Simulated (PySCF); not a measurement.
Two-component Hartree-Fock for O⁺ (oxygen, charge +1)

Start: [He] 2s2 2p3; 2p1/2 filled at m_j = -1/2, +1/2; 2p3/2 filled at m_j = +3/2. Calculated with PySCF 2.14 in x2c-TZVPall-2c: generalised Hartree-Fock with the X2C-1e Hamiltonian and a Gaussian nucleus; one run each with spin-orbit coupling (SO) switched off, then screened by Boettger's factors.

```csv
spinor shell,electrons,"ε, spin-free (eV)","ε, screened SO (eV)",weight of nominal j (screened SO),"rms radius, screened SO (bohr)"
1s1/2,2,-581.16,-581.15,1.000,0.230
2s1/2,2,-49.070,-49.070,1.000,1.20
2p1/2,2,-36.203,-36.212,0.503,1.20
2p3/2,1,-36.203,-36.186,1.000,1.21
```

```csv
quantity,spin-free,screened SO
E (hartree),-74.42662,-74.42662
M_J,3/2,3/2
⟨J²⟩,3.755,3.755
⟨L²⟩,0.000,0.000
⟨S²⟩,3.755,3.755
```

Each row is a mean over spinors that exchange with the open shell spreads, by up to 14.692 eV (2s1/2).

Rows whose weight is well below 1 are mixtures of j = l ± 1/2: exchange outweighs spin-orbit coupling there, and the label is only the starting occupation.

Without spin-orbit coupling the j labels of p, d and f shells carry no meaning; the spin-free column gives the mean over the occupied spinors of each nl shell.
